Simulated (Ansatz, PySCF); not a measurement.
Species: CF, net charge 1, singlet state. 
Coordinates optimised at B3LYP-D3(BJ)/def2-TZVP (Ansatz, a first-principles code):
SMILES: [F+][C]
```xyz
2

C      0.0000     0.0000    -0.6936
F      0.0000     0.0000     0.4624
```
Charge +1, spin multiplicity 1.

Total electronic energies in hartree. Valence correlation only, unless marked. Spin-orbit coupling is left out. Non-relativistic. CBS marks a two-point X^-3 extrapolation of the correlation energy; Hartree-Fock from the larger set (for Q and 5 zeta extrapolated as (X+1)exp(-9√X)).

```json
[
 {"level": "revPBE-D3(BJ)/def2-TZVPD", "program": "Ansatz + dftd3", "energy (Eh)": "-137.46038"},
 {"level": "TPSS-D4/def2-TZVPD", "program": "PySCF + dftd4", "energy (Eh)": "-137.51275"},
 {"level": "CAM-B3LYP/def2-TZVPD", "program": "Ansatz", "energy (Eh)": "-137.45218"},
 {"level": "B2PLYP-D3(BJ)/def2-TZVPD", "program": "Ansatz + dftd3", "energy (Eh)": "-137.41934"},
 {"level": "MP2/CBS(cc-pVQZ,cc-pV5Z)", "program": "Ansatz", "energy (Eh)": "-137.3159"},
 {"level": "RI-MP2/CBS(def2-TZVPPD,def2-QZVPPD)", "program": "Ansatz", "energy (Eh)": "-137.3100"},
 {"level": "CCSD(T)/def2-SVP", "program": "Ansatz", "energy (Eh)": "-137.02561"},
 {"level": "CCSD(T) with core electrons/cc-pwCVTZ", "program": "Ansatz", "energy (Eh)": "-137.38706"},
 {"level": "CCSD(T)/CBS(cc-pVQZ,cc-pV5Z)", "program": "Ansatz", "energy (Eh)": "-137.3361"}
]
```

Totals of different functionals don't rank their quality; only differences between species are comparable.
